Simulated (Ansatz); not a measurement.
BeH2O2 (SMILES [OH][Be][OH]) moved off its minimum; all values from Ansatz (a quantum-chemistry and plane-wave program), cores frozen in correlated methods.
(charge 0, multiplicity 1)
```xyz
5

Be     0.05438    -0.02233     0.02946
O      0.84593     0.07968    -1.19900
H      1.74492     0.04888    -1.18507
O     -0.91734    -0.03779     1.15967
H     -1.46398    -0.86005     1.41694
```

Question: Give the forces (eV/Å), the total energy and the dipole at CCSD(T)/aug-cc-pVTZ.

Answer: 
```json
[
 {"atom": "Be1", "Fx": "-0.805", "Fy": "-0.023", "Fz": "0.243"},
 {"atom": "O2", "Fx": "-3.967", "Fy": "0.060", "Fz": "0.846"},
 {"atom": "H3", "Fx": "3.781", "Fy": "-0.113", "Fz": "-0.129"},
 {"atom": "O4", "Fx": "-0.559", "Fy": "-2.135", "Fz": "-0.198"},
 {"atom": "H5", "Fx": "1.551", "Fy": "2.211", "Fz": "-0.761"}
]
```
Energy -166.2866 hartree, dipole 1.74 D.
